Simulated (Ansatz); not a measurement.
Relaxation of CH8BrNSiSn (13 atoms, charge 0, multiplicity 1), to a largest force component of 0.015 eV/Å in at most 40 steps.

Computed with Ansatz, RKS B3LYP-D4/def2-SVP.

```xyz
13
Properties=species:S:1:pos:R:3
C -1.677 0.685 0.240
Si 0.054 0.604 -0.309
N 1.067 1.444 0.867
Br 0.377 1.578 -2.337
Sn 0.719 -1.821 -0.462
H -1.845 0.270 1.222
H -1.994 1.800 0.294
H -2.331 0.227 -0.517
H 1.552 2.264 0.397
H 0.431 1.928 1.585
H -0.318 -2.626 -1.587
H 0.541 -2.545 1.148
H 2.340 -1.903 -0.963
```

Question: Where does it end, and by what steps?

Answer: The run converged. The force dipped under the threshold on the way, but the program's further checks kept it going. After 15 steps the energy has fallen by 0.504 eV; H9 moved furthest, 0.98 Å.

```json
{"step": "0", "energy less start (eV)": "0.0000", "largest force component (eV/Å)": "2.429", "accepted": "yes"}
{"step": "1", "energy less start (eV)": "-0.2626", "largest force component (eV/Å)": "1.186", "accepted": "yes"}
{"step": "2", "energy less start (eV)": "-0.3347", "largest force component (eV/Å)": "1.155", "accepted": "yes"}
{"step": "3", "energy less start (eV)": "-0.4216", "largest force component (eV/Å)": "0.524", "accepted": "yes"}
{"step": "4", "energy less start (eV)": "-0.4624", "largest force component (eV/Å)": "0.395", "accepted": "yes"}
{"step": "5", "energy less start (eV)": "-0.4946", "largest force component (eV/Å)": "0.206", "accepted": "yes"}
{"step": "6", "energy less start (eV)": "-0.4964", "largest force component (eV/Å)": "0.148", "accepted": "yes"}
{"step": "7", "energy less start (eV)": "-0.4990", "largest force component (eV/Å)": "0.122", "accepted": "yes"}
{"step": "8", "energy less start (eV)": "-0.5023", "largest force component (eV/Å)": "0.064", "accepted": "yes"}
{"step": "9", "energy less start (eV)": "-0.5030", "largest force component (eV/Å)": "0.057", "accepted": "yes"}
{"step": "10", "energy less start (eV)": "-0.5032", "largest force component (eV/Å)": "0.088", "accepted": "yes"}
{"step": "11", "energy less start (eV)": "-0.5038", "largest force component (eV/Å)": "0.011", "accepted": "yes"}
{"step": "12", "energy less start (eV)": "-0.5040", "largest force component (eV/Å)": "0.016", "accepted": "yes"}
{"step": "13", "energy less start (eV)": "-0.5041", "largest force component (eV/Å)": "0.018", "accepted": "yes"}
{"step": "14", "energy less start (eV)": "-0.5041", "largest force component (eV/Å)": "0.023", "accepted": "yes"}
{"step": "15", "energy less start (eV)": "-0.5043", "largest force component (eV/Å)": "0.013", "accepted": "yes"}
```

```xyz
13
Properties=species:S:1:pos:R:3
C -1.851 0.795 0.285
Si -0.068 0.633 -0.273
N 0.937 1.480 0.848
Br 0.011 1.502 -2.394
Sn 0.815 -1.785 -0.466
H -1.979 0.358 1.288
H -2.144 1.858 0.323
H -2.527 0.284 -0.417
H 1.947 1.440 0.745
H 0.654 2.404 1.168
H 0.053 -2.634 -1.753
H 0.554 -2.669 0.991
H 2.512 -1.757 -0.764
```

Whether the end is a true minimum wasn't checked by a vibrational analysis.

Time of the run: 5.6 min on 2 threads of AMD EPYC (Zen 3), with other jobs on the host, peak memory 0.5 GiB.
